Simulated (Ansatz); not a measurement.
Ansatz (a first-principles code) input for C3HBrCl2, SMILES ClC(Cl)=C=CBr, CAM-B3LYP/def2-SVPD. Coordinates come from a TPSSh-D3(BJ)/def2-SVP optimisation. This is a generated structure with no PubChem entry under its InChIKey; it may be hypothetical.

Ansatz 0.2 input:
```yaml
crystal:
  periodic: [false, false, false]
  atoms:
    - {symbol: Cl, position_ang: [-2.40158255, 0.14808374, 1.46428435]}
    - {symbol: C, position_ang: [-1.51703228, -0.15451060, -0.00000000]}
    - {symbol: Cl, position_ang: [-2.40158255, 0.14808374, -1.46428435]}
    - {symbol: C, position_ang: [-0.27883539, -0.58538493, -0.00000000]}
    - {symbol: C, position_ang: [0.96239815, -0.99001267, -0.00000000]}
    - {symbol: Br, position_ang: [2.43955287, 0.21095950, 0.00000000]}
    - {symbol: H, position_ang: [1.27027341, -2.03898043, 0.00000000]}
basis:
  gaussian:
    orbitals: def2-SVPD
hamiltonian:
  xc: {name: CAM-B3LYP}
```

Output:

```
WARN ansatz: RAYON_NUM_THREADS=1 ignored (pool sized by the plan → 1); use --threads N
Functional definition: CAM-B3LYP
integrals: 0.17 GiB planned
1597 factors; their error is unknown
integrals: 0.19 GiB planned
488 factors; integrals over basis functions are off by at most 2.7e-5 eV
mean field: 1.43 GiB planned
mean field evaluation 1: about -98198.3278 eV, gradient 3.1e1 eV
mean field evaluation 2: about -98197.5598 eV, gradient 3.6e1 eV
mean field evaluation 4: about -98200.6217 eV, gradient 2.4e0 eV
mean field evaluation 8: about -98200.6363 eV, gradient 7.2e-2 eV
mean field evaluation 16: about -98200.8444 eV, gradient 6.1e-5 eV
mean field -98200.84441353 eV, -3608.8144692742 hartree, gradient 6.1e-5 eV, S^2 0.000000; 0 other end points of the search recorded, 0 dependent functions left out
reference -98200.84455248 eV, -3608.8144743803 hartree; 44, 44 occupied and 119, 119 virtual orbitals, 1597 factors
Total energy: -98200.84455248 eV, -3608.8144743803 hartree
```

The calculation finished and met its thresholds.

Cost: roughly 11 core-seconds.
